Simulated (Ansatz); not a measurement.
`O[Si]1(S)C[SiH2]1`. Total charge 0; spin multiplicity 1. The structure was optimised at the PBE0-D4/def2-TZVP level. It is one conformer, not always the lowest.

```xyz
11

O     2.010    0.159   -0.683
Si    0.628    0.233    0.200
S     0.925    0.508    2.284
C    -0.654   -1.000   -0.344
Si   -1.389    0.762   -0.625
H     2.604    0.910   -0.613
H     1.591   -0.649    2.463
H    -0.449   -1.555   -1.258
H    -1.127   -1.626    0.409
H    -2.547    1.142    0.219
H    -1.591    1.115   -2.052
```

Q: What is the dipole moment at PBE/def2-TZVPP? (Estimate.)

A: Ansatz gave: 0.81 D, with components (0.77, -0.16, -0.17) D in this frame, pointing from negative to positive charge.

Q: And with r2SCAN, B3LYP, ωB97M-V? (Best estimate.)

A: The calculation gave: r2SCAN 0.82 D, B3LYP 0.72 D, ωB97M-V 0.76 D.

Q: Give the Mulliken charges with PBE, B3LYP, r2SCAN in def2-TZVPP. (An estimate is asked.)

A: Ansatz gave: 
```tsv
atom	PBE	B3LYP	r2SCAN
O1	-0.34	-0.38	-0.40
Si2	0.36	0.45	0.46
S3	-0.24	-0.26	-0.26
C4	-0.27	-0.35	-0.34
Si5	0.06	0.12	0.14
H6	0.19	0.19	0.21
H7	0.12	0.11	0.11
H8	0.11	0.11	0.10
H9	0.11	0.11	0.10
H10	-0.04	-0.05	-0.06
H11	-0.04	-0.05	-0.06
```

B3LYP here is the variant with VWN-RPA as its local correlation; programs differ in this.
